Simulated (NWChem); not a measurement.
# C₃H₃, doublet; SMILES [CH]=C=C

All runs: NWChem. Spin-unrestricted. Spin-contaminated determinants: UHF/def2-SVP, CIS (<S²> = 1.02). In the optimisation the excess spin sits in b1 (C2v, its own frame). All runs use the structure optimised with PBE-D3(BJ)/def2-SVP, spin-unrestricted. No stability test was run on the SCF state. B3LYP is NWChem's, with the RPA form of VWN correlation. Vertical excitations in the gas phase; the lowest state need not have the same character in each row. Excited states of an open shell can be spin-contaminated.

For level B3LYP/def2-SVP, TDA:

- lowest excitation (eV): 3.14
- lowest state with f > 0.02 (eV): 4.36
- lowest empty minus highest occupied level, either spin (eV): 3.34

Task: How do the values read with level UHF/def2-SVP, CIS instead?

Result: 
| Item | Value |
|---|---|
| lowest excitation (eV) | 4.62 |
| lowest state with f > 0.02 (eV) | 5.93 |
| lowest empty minus highest occupied level, either spin (eV) | 12.36 |
